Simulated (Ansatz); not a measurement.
Geometry optimisation, Ansatz, DFT PBE-D3(BJ), scalar-relativistic, plane waves, PAW.

Input:

```yaml
crystal:
  lattice:
    - [0.0, 5.43, 5.43]
    - [5.43, 0.0, 5.43]
    - [5.43, 5.43, 0.0]
  atoms:
    - { symbol: Si, position: [0.0, 0.0, 0.0] }
    - { symbol: Si, position: [0.125, 0.125, 0.125] }
    - { symbol: Si, position: [0.0, 0.0, 0.5] }
    - { symbol: Si, position: [0.125, 0.125, 0.625] }
    - { symbol: Si, position: [0.0, 0.5, 0.0] }
    - { symbol: Si, position: [0.125, 0.625, 0.125] }
    - { symbol: Si, position: [0.0, 0.5, 0.5] }
    - { symbol: Si, position: [0.125, 0.625, 0.625] }
    - { symbol: Si, position: [0.5, 0.0, 0.0] }
    - { symbol: Si, position: [0.625, 0.125, 0.125] }
    - { symbol: Si, position: [0.5, 0.0, 0.5] }
    - { symbol: Si, position: [0.625, 0.125, 0.625] }
    - { symbol: Si, position: [0.5, 0.5, 0.0] }
    - { symbol: Si, position: [0.625, 0.625, 0.125] }
    - { symbol: Si, position: [0.5, 0.5, 0.5] }
    - { symbol: Si, position: [0.625, 0.625, 0.625] }
    - { symbol: Si, position: [0.3665677, 0.87929502, 0.37893264] }
basis:
  ecutwfc: 420.0
kpoints:
  mp_grid: { grid: [2, 2, 2] }
hamiltonian:
  xc: pbe
  dispersion: d3bj
  pseudopotentials: { kind: paw, azcp: { folder: soft_1 } }
scf:
  occupations: { method: gaussian, width: 0.05 }
  lower_state_search: "off"
relax:
  f_tol: 0.03
  max_steps: 60
  adjacent_minimum: "off"
output:
  write_density: true
  write_potential: true
  elf: true
  volumetric_format: npy
```

Run as:

```bash
$ ansatz run input.yaml --threads 1 --pin off --max-ram 3072MiB --backend cpu --events-out ev --progress --plain --runs-dir out
```

Question: Where does it end, and by what steps?

Answer: It converged. The force dipped under the threshold on the way, but the program's further checks kept it going. Limits of this set-up: a small cell, in which the defect meets its images. After 3 steps the energy has fallen by 0.135 eV; Si3 moved furthest, 0.05 Å.

```
step  energy less start (eV)  largest force component (eV/Å)  accepted
   0                  0.0000                           0.733       yes
   1                 -0.1189                           0.260       yes
   2                 -0.1346                           0.024       yes
   3                 -0.1346                           0.025       yes
```

```xyz
17
Lattice="0.0000 5.4300 5.4300 5.4300 0.0000 5.4300 5.4300 5.4300 0.0000" Properties=species:S:1:pos:R:3
Si -0.004 0.004 -0.005
Si 1.361 1.324 1.354
Si 2.745 2.686 -0.028
Si 4.108 4.070 1.355
Si 2.720 0.003 2.718
Si 4.072 1.358 4.073
Si 5.427 2.710 2.719
Si 6.791 4.069 4.039
Si -0.019 2.693 2.735
Si 1.359 4.073 4.105
Si 2.741 5.452 2.737
Si 4.081 6.783 4.069
Si 2.718 2.712 5.427
Si 4.040 4.072 6.787
Si 5.411 5.450 5.408
Si 6.789 6.820 6.788
Si 6.795 4.069 6.784
```

Time of the run: 44 s on 1 thread of Arm Neoverse N1, on a shared host, peak memory 0.5 GiB.
